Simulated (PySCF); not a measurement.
Isomers of C6H12S, from PBE0-D3(BJ)/def2-SVP geometry optimisation, gas phase in PySCF 2.14.0. One conformer each, no zero-point energy, no frequencies.

Question: Which is lower in electronic energy at this level?
A. `[SH:1][CH:2]1[CH2:3][CH2:4][CH2:5][CH2:6][CH2:7]1` with H–S1–C2–C3 177°, S1–C2–C3–C4 179°, C2–C3–C4–C5 -55°, C3–C4–C5–C6 55°, C4–C5–C6–C7 -55°: A = 4253, B = 1410, C = 1134 MHz, dipole 1.74 D
B. `[CH3:1][CH:2]([CH3:3])[S:4][CH:5]1[CH2:6][CH2:7]1` with C1–C2–S4–C5 65°, C2–S4–C5–C6 70°: A = 4266, B = 1273, C = 1160 MHz, dipole 1.56 D

Answer: A. That is `SC1CCCCC1`, 29.1 kcal/mol below the other.

```tsv
SMILES	mapped SMILES	E (Eh)	relative (kcal/mol)	relative (kJ/mol)	dipole (D)
SC1CCCCC1	[SH:1][CH:2]1[CH2:3][CH2:4][CH2:5][CH2:6][CH2:7]1	-633.36926	0.0	0.0	1.74
CC(C)SC1CC1	[CH3:1][CH:2]([CH3:3])[S:4][CH:5]1[CH2:6][CH2:7]1	-633.32281	29.1	122.0	1.56
```

As drawn, the lower has an S–H bond, which the higher lacks; the higher has a three-membered ring, which the lower lacks.
